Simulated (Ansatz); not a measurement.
SiH3Te (SMILES [SiH2-][TeH]) (charge -1), closed shell: a relaxation.

The input file, in.yaml:

```yaml
crystal:
  periodic: [false, false, false]
  atoms:
    - {symbol: Si, position_ang: [-0.607940, -0.633593, -0.304516]}
    - {symbol: Te, position_ang: [0.953860, 1.204250, 0.280971]}
    - {symbol: H, position_ang: [-1.235768, -1.013402, 0.891118]}
    - {symbol: H, position_ang: [0.597281, -1.617673, -0.109569]}
    - {symbol: H, position_ang: [0.222924, 2.379565, -0.844645]}
basis:
  gaussian: {orbitals: def2-SVP}
total_charge: -1
hamiltonian: {xc: hf}
relax: {f_tol: 0.01, max_steps: 80, max_displacement: 0.2}
```

Launched with

```bash
ansatz run in.yaml --threads 2 --pin off --events-out ev --progress --plain --max-ram 3481MiB
```

The run's output (Ansatz 0.2.0):

```
Functional definition: HF
  name "HF"
  cite "Fock, Z. Phys. 61, 126 (1930) doi:10.1007/BF01340294"
  parent pbe
  exchange = exact_x
  correlation = 0
714 factors; integrals over basis functions are off by at most 3.9e-4 eV
mean field evaluation 1: about -15171.1329 eV, gradient 1.4e1 eV
mean field evaluation 2: about -15171.1355 eV, gradient 1.4e1 eV
mean field evaluation 4: about -15172.0766 eV, gradient 1.4e0 eV
mean field evaluation 8: about -15172.0933 eV, gradient 1.3e-3 eV
mean field -15172.09330807 eV, -557.5641450573 hartree, gradient 1.6e-5 eV, S^2 0.000000; 0 other end points of the search recorded, 0 dependent functions left out
the calculation of the forces begins
reference -15172.09330807 eV, -557.5641450573 hartree; 21, 21 occupied and 38, 38 virtual orbitals, 714 factors
relax step   1: F+E_penalty+E_count = -15172.09330807 eV  Δ(F+E_penalty+E_count) = +0.000e0 eV  max|allowed force component| = 2.855e0 eV/Å  Δτ_max = 0.0000 Å  (27 SCF iters, accepted)
these checks for a lower state are left out or cut short: starts, cluster_reference, orbital_swaps, neighbouring_geometries, increment
714 factors; integrals over basis functions are off by at most 7.3e-4 eV
mean field evaluation 16: about -15172.5428 eV, gradient 1.5e-4 eV
mean field -15172.54281337 eV, -557.5806640723 hartree, gradient 1.2e-5 eV, S^2 0.000000; 0 other end points of the search recorded, 0 dependent functions left out
the calculation of the forces begins
reference -15172.54281337 eV, -557.5806640723 hartree; 21, 21 occupied and 38, 38 virtual orbitals, 714 factors
relax step   2: F+E_penalty+E_count = -15172.54281337 eV  Δ(F+E_penalty+E_count) = -4.495e-1 eV  max|allowed force component| = 1.547e0 eV/Å  Δτ_max = 0.1944 Å  (30 SCF iters, accepted)
these checks for a lower state are left out or cut short: starts, cluster_reference, orbital_swaps, neighbouring_geometries, increment
714 factors; integrals over basis functions are off by at most 7.5e-4 eV
mean field -15172.64995671 eV, -557.5846015177 hartree, gradient 1.5e-5 eV, S^2 0.000000; 0 other end points of the search recorded, 0 dependent functions left out
the calculation of the forces begins
reference -15172.64995671 eV, -557.5846015177 hartree; 21, 21 occupied and 38, 38 virtual orbitals, 714 factors
relax step   3: F+E_penalty+E_count = -15172.64995671 eV  Δ(F+E_penalty+E_count) = -1.071e-1 eV  max|allowed force component| = 2.623e-1 eV/Å  Δτ_max = 0.0807 Å  (25 SCF iters, accepted)
these checks for a lower state are left out or cut short: starts, cluster_reference, orbital_swaps, neighbouring_geometries, increment
714 factors; integrals over basis functions are off by at most 8.1e-4 eV
mean field evaluation 32: about -15172.6548 eV, gradient 1.3e-5 eV
mean field -15172.65483195 eV, -557.5847806795 hartree, gradient 1.3e-5 eV, S^2 0.000000; 0 other end points of the search recorded, 0 dependent functions left out
the calculation of the forces begins
reference -15172.65483195 eV, -557.5847806795 hartree; 21, 21 occupied and 38, 38 virtual orbitals, 714 factors
relax step   4: F+E_penalty+E_count = -15172.65483195 eV  Δ(F+E_penalty+E_count) = -4.875e-3 eV  max|allowed force component| = 1.600e-1 eV/Å  Δτ_max = 0.1009 Å  (25 SCF iters, accepted)
these checks for a lower state are left out or cut short: starts, cluster_reference, orbital_swaps, neighbouring_geometries, increment
714 factors; integrals over basis functions are off by at most 7.9e-4 eV
mean field -15172.66055018 eV, -557.5849908203 hartree, gradient 1.1e-5 eV, S^2 0.000000; 0 other end points of the search recorded, 0 dependent functions left out
the calculation of the forces begins
reference -15172.66055018 eV, -557.5849908203 hartree; 21, 21 occupied and 38, 38 virtual orbitals, 714 factors
relax step   5: F+E_penalty+E_count = -15172.66055018 eV  Δ(F+E_penalty+E_count) = -5.718e-3 eV  max|allowed force component| = 4.912e-2 eV/Å  Δτ_max = 0.0525 Å  (26 SCF iters, accepted)
these checks for a lower state are left out or cut short: starts, cluster_reference, orbital_swaps, neighbouring_geometries, increment
714 factors; integrals over basis functions are off by at most 8.0e-4 eV
mean field -15172.66095031 eV, -557.5850055249 hartree, gradient 1.1e-5 eV, S^2 0.000000; 0 other end points of the search recorded, 0 dependent functions left out
the calculation of the forces begins
reference -15172.66095031 eV, -557.5850055249 hartree; 21, 21 occupied and 38, 38 virtual orbitals, 714 factors
relax step   6: F+E_penalty+E_count = -15172.66095031 eV  Δ(F+E_penalty+E_count) = -4.001e-4 eV  max|allowed force component| = 4.473e-2 eV/Å  Δτ_max = 0.0351 Å  (26 SCF iters, accepted)
these checks for a lower state are left out or cut short: starts, cluster_reference, orbital_swaps, neighbouring_geometries, increment
714 factors; integrals over basis functions are off by at most 8.0e-4 eV
mean field -15172.66132039 eV, -557.5850191252 hartree, gradient 1.1e-5 eV, S^2 0.000000; 0 other end points of the search recorded, 0 dependent functions left out
the calculation of the forces begins
reference -15172.66132039 eV, -557.5850191252 hartree; 21, 21 occupied and 38, 38 virtual orbitals, 714 factors
relax step   7: F+E_penalty+E_count = -15172.66132039 eV  Δ(F+E_penalty+E_count) = -3.701e-4 eV  max|allowed force component| = 2.692e-3 eV/Å  Δτ_max = 0.0128 Å  (26 SCF iters, accepted)
714 factors; integrals over basis functions are off by at most 8.0e-4 eV
mean field evaluation 64: about -15172.6613 eV, gradient 2.4e-5 eV
mean field -15172.66132039 eV, -557.5850191252 hartree, gradient 1.1e-5 eV, S^2 0.000000; 1 other end points of the search recorded, 0 dependent functions left out
the calculation of the forces begins
reference -15172.66132039 eV, -557.5850191252 hartree; 21, 21 occupied and 38, 38 virtual orbitals, 714 factors
Total energy: -15172.66132039 eV, -557.5850191252 hartree
Atom 0 at    -0.619150    -0.763809    -0.389650 Å, force    -0.000398    -0.000656     0.001084 eV/Å
Atom 1 at     0.830680     1.402844     0.358935 Å, force    -0.000917     0.002692     0.000550 eV/Å
Atom 2 at    -1.186203    -0.990996     1.013854 Å, force     0.001062    -0.000932    -0.000550 eV/Å
Atom 3 at     0.553199    -1.728417    -0.194803 Å, force    -0.001131    -0.000591    -0.000716 eV/Å
Atom 4 at     0.351830     2.399525    -0.874978 Å, force     0.001384    -0.000514    -0.000369 eV/Å
Dipole moment:     0.473857     0.701114     0.249647 e Å
```

The lines “mean field evaluation” count trial sets of orbitals through the whole run, from several starts and some on an approximate energy, so they need not fall steadily or lie above the final value.

The run took about 6 s on 2 CPU threads of an AMD EPYC 7R43 (shared host).
